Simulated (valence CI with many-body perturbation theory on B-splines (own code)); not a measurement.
## Cl2+: calculation against measured levels

Computed by valence CI with perturbative core correlation (CI+MBPT): five valence electrons over a frozen Dirac-Fock core [Ne], a basis of 9 s, 9 p, 8 d, 6 f, 3 g, 1 h functions for each j, with the one-electron correlation potential Σ1 (screened to all orders), the two-electron term Σ2, the three-electron term Σ3, Breit, model QED; selected single and double excitations, second order for the rest, scaled by the run's own slope (own B-spline code, finite nucleus).

Set against measurement, 24 paired levels are off by 102 cm⁻¹ on average, the worst by 236. These come from a selection out of Moore, Atomic Energy Levels, vol. I, NSRDS-NBS 35 (1971 reprint of NBS Circular 467, 1949), an old analysis. Levels without a partner in it may be off by more. Among the levels kept, up to 1500 cm⁻¹ of a level comes from second order outside the variational space, and about a tenth of that is noise between levels of different J, which matters for small intervals.

Measured levels: Moore, Atomic Energy Levels, vol. I, NSRDS-NBS 35 (1971 reprint of NBS Circular 467, 1949). Pairs share parity and J, and are chosen by configuration, term and nearness in energy; levels without a clear partner are left out. The analysis is old, and some levels have since been revised. Energies in cm⁻¹ above the measured ground level. The last column is blank where CI alone has no clear partner.

| Computed label | Label in the source | Measured | Computed | Difference | CI alone, difference |
| --- | --- | --- | --- | --- | --- |
| 3s2 3p3 4S°_3/2 | 3s2 3p3 4S° | 0 | 0.0 | 0 | 0 |
| 3s2 3p3 2D°_3/2 | 3s2 3p3 2D° | 18053 | 18216.2 | +163 | +340 |
| 3s2 3p3 2D°_5/2 | 3s2 3p3 2D° | 18120 | 18280.4 | +160 | +341 |
| 3s2 3p3 2P°_1/2 | 3s2 3p3 2P° | 29812 | 30048.0 | +236 | +482 |
| 3s2 3p3 2P°_3/2 | 3s2 3p3 2P° | 29907 | 30140.5 | +233 | +483 |
| 3s 3p4 4P_5/2 | 3s 3p4 4P | 98520 | 98413.0 | -107 | -693 |
| 3s 3p4 4P_3/2 | 3s 3p4 4P | 99130 | 99015.0 | -115 | -703 |
| 3s 3p4 4P_1/2 | 3s 3p4 4P | 99475 | 99360.6 | -114 | -697 |
| 3s2 3p2 4s 4P_1/2 | 3s2 3p2(3P) 4s 4P | 173736 | 173655.3 | -81 | -419 |
| 3s2 3p2 4s 4P_3/2 | 3s2 3p2(3P) 4s 4P | 174093.8 | 174026.9 | -67 | -390 |
| 3s2 3p2 4s 4P_5/2 | 3s2 3p2(3P) 4s 4P | 174613.9 | 174565.1 | -49 | -329 |
| 3s2 3p2 4s 2P_1/2 | 3s2 3p2(3P) 4s 2P | 178369.7 | 178321.4 | -48 | -291 |
| 3s2 3p2 4s 2P_3/2 | 3s2 3p2(3P) 4s 2P | 179076.1 | 179041.0 | -35 | -247 |
| 3s2 3p2 4s 2D_5/2 | 3s2 3p2(1D) 4s 2D | 188390.1 | 188470.2 | +80 | -92 |
| 3s2 3p2 4s 2D_3/2 | 3s2 3p2(1D) 4s 2D | 188448.1 | 188515.3 | +67 |  |
| 3s2 3p2 4p 4D°_1/2 | 3s2 3p2(3P) 4p 4D° | 201073.4 | 200983.3 | -90 | -404 |
| 3s2 3p2 4p 4D°_3/2 | 3s2 3p2(3P) 4p 4D° | 201332 | 201244.3 | -88 | -394 |
| 3s2 3p2 4p 4D°_5/2 | 3s2 3p2(3P) 4p 4D° | 201765.1 | 201680.3 | -85 | -382 |
| 3s2 3p2 4p 4D°_7/2 | 3s2 3p2(3P) 4p 4D° | 202367.6 | 202278.6 | -89 | -376 |
| 3s2 3p2 4p 4P°_1/2 | 3s2 3p2(3P) 4p 4P° | 204021.6 | 203934.8 | -87 | -389 |
| 3s2 3p2 4p 4P°_3/2 | 3s2 3p2(3P) 4p 4P° | 204124 | 204036.9 | -87 | -386 |
| 3s2 3p2 4p 4P°_5/2 | 3s2 3p2(3P) 4p 4P° | 204541.2 | 204464.0 | -77 | -361 |
| 3s2 3p2 4p 2D°_3/2 | 3s2 3p2(3P) 4p 2D° | 205037.3 | 204972.4 | -65 | -347 |
| 3s2 3p2 4p 4S°_3/2 | 3s2 3p2(3P) 4p 4S° | 205938.5 | 205774.3 | -164 | -504 |
| 3s2 3p2 4p 2D°_5/2 | 3s2 3p2(3P) 4p 2D° | 205946.9 | 205884.5 | -62 | -328 |

Over 24 excited levels the mean absolute difference is 102 cm⁻¹, the median 87 and the largest 236. For the 23 levels that pair on every rung the mean is CI alone 408, + Σ1 909, + Σ2 296, + Σ3 84, + Breit 104, + QED 104. The comparison draws on a selection of the measured levels: 25 of the 59 computed ones have a partner in it, and others may be off by more.
